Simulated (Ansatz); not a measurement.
`C[O][W]([CH3])(=[O])=[O]`, relaxed with RKS PBE0-D4/def2-TZVP in the Gaussian-basis code of Ansatz from a GFN2-xTB geometry. The force threshold is 0.005 eV/Å; the program also tests the step.

The species carries charge 0 and has multiplicity 1. W: def2 effective core potential.

Start:

```xyz
12

C    -1.654    1.242    1.193
O    -0.709    0.349    0.671
W     0.439   -1.017    0.315
C     1.404   -0.425   -1.584
O    -0.294   -2.485   -0.089
O     1.754   -1.155    1.366
H    -1.223    1.794    2.040
H    -1.957    1.957    0.417
H    -2.541    0.688    1.533
H     1.987   -1.247   -2.034
H     2.114    0.413   -1.471
H     0.680   -0.114   -2.358
```

```csv
step,energy (eV),largest force (eV/Å),largest move (Å)
1,-10136.7876,2.656,0.000
2,-10136.8722,2.444,0.193
3,-10136.9985,0.739,0.070
4,-10137.0157,0.162,0.103
5,-10137.0248,0.166,0.072
6,-10137.0295,0.187,0.125
7,-10137.0318,0.077,0.019
8,-10137.0331,0.015,0.034
9,-10137.0334,0.015,0.028
10 (rejected),-10137.0324,0.152,0.099
11 (rejected),-10137.0278,0.767,0.023
13 (rejected),-10137.0332,0.105,0.084
15,-10137.0336,0.003,0.005
17,-10137.0339,0.021,0.008
19,-10137.0343,0.028,0.047
21 (rejected),-10137.0339,0.160,0.021
23 (rejected),-10137.0344,0.135,0.099
25,-10137.0347,0.004,0.025
27,-10137.0353,0.101,0.052
29,-10137.0358,0.032,0.032
31,-10137.0360,0.025,0.030
33,-10137.0360,0.003,0.001
```

End:

```xyz
12

C    -1.623    1.230    1.242
O    -0.968    0.382    0.332
W     0.347   -0.910    0.122
C     1.465   -0.469   -1.616
O    -0.287   -2.476   -0.125
O     1.476   -0.947    1.401
H    -0.961    1.498    2.070
H    -1.926    2.137    0.715
H    -2.513    0.732    1.633
H     2.242   -1.221   -1.769
H     1.941    0.510   -1.517
H     0.806   -0.466   -2.489
```

It took 60 s on 4 threads of an AMD EPYC 9R45 on a shared host, with 0.7 GiB of host memory at the peak.
